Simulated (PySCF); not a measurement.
Structure problem from calculated spectra and properties.

Formula: C4H10O2S.

* 13C NMR: chemical shifts (computed TMS as zero) by class: 100.1 (1 C), 63.0 (1 C), 34.8 (1 C), 17.3 (1 C) ppm [GIAO PBE0/pcSseg-1]
* NMR, other nuclei: isotropic shieldings of nuclei other than C and H, by class: 267 (1 O), 291 (1 O), 118 (1 S) ppm [GIAO PBE0/pcSseg-1]
* Rotational structure: rotational constants A, B, C: 2.549, 1.971, 1.510 GHz [GFN2-xTB]
* 1H NMR: chemical shifts (computed TMS as zero) by class: 4.37 (1 H), 4.20 (3 H), 2.48 (3 H), 0.98 (3 H) ppm [GIAO PBE0/pcSseg-1]
* Dipole: 2.88 D [PBE0/pcSseg-1]

Gas-phase values; electronic properties from PySCF, density fitting. Levels stand in brackets. The structure is a single GFN2-xTB conformer in the gas phase; no vibrational or solvent corrections. NMR classes are plain means over equivalent atoms (diastereotopic ones count apart unless rotation or inversion swaps them), as if these changed places fast.

Task: What is the compound? Reason from the data.

Result: Numbering: `[CH3:1][O:2][C@@H:3]([CH3:4])[S@@:5]([CH3:6])=[O:7]`. 4 carbons fall into 4 classes; from least to most shielded: sp3 carbon bound to oxygen [C3] (100.1 ppm), methoxy carbon [C1] (63.0 ppm), S-methyl carbon [C6] (34.8 ppm), methyl carbon [C4] (17.3 ppm). Hydrogen classes from least to most shielded: 1 H on an sp3 carbon bound to oxygen, C3 (4.37 ppm), 3 H on a methoxy carbon, C1 (4.20 ppm, a mean of values up to 1.6 ppm apart in this geometry), 3 H on an S-methyl carbon, C6 (2.48 ppm, a mean of values up to 2.4 ppm apart in this geometry), 3 H on a methyl carbon, C4 (0.98 ppm, a mean of values up to 0.8 ppm apart in this geometry). The other shieldings belong to: 267 ppm, sulfinyl oxygen [O7]; 291 ppm, ether oxygen [O2]; 118 ppm, sulfinyl sulfur [S5]. The optimised geometry has point group C1 and is an asymmetric top. Structure: `CO[C@@H](C)[S@](=O)C`. Computed isomers that give other values at the same levels: `CCS(=O)(=O)CC` (13C chemical shifts (computed TMS as zero) by class: 56.6 (2 C), 5.2 (2 C) ppm); `CCCS(C)(=O)=O` (13C chemical shifts (computed TMS as zero) by class: 62.1 (1 C), 48.7 (1 C), 18.1 (1 C), 15.7 (1 C) ppm); `CC(C)S(C)(=O)=O` (rotational constant A: 3.017 GHz; this holds for the one conformer computed). The assignments are read from this structure; whether some other isomer fits the data as well wasn't checked. The mirror image fits equally.

The values belong to the conformer `[CH3:1][O:2][C@@H:3]([CH3:4])[S@@:5]([CH3:6])=[O:7]`: C1–O2–C3–C4 160°, O2–C3–S5–C6 -45°.
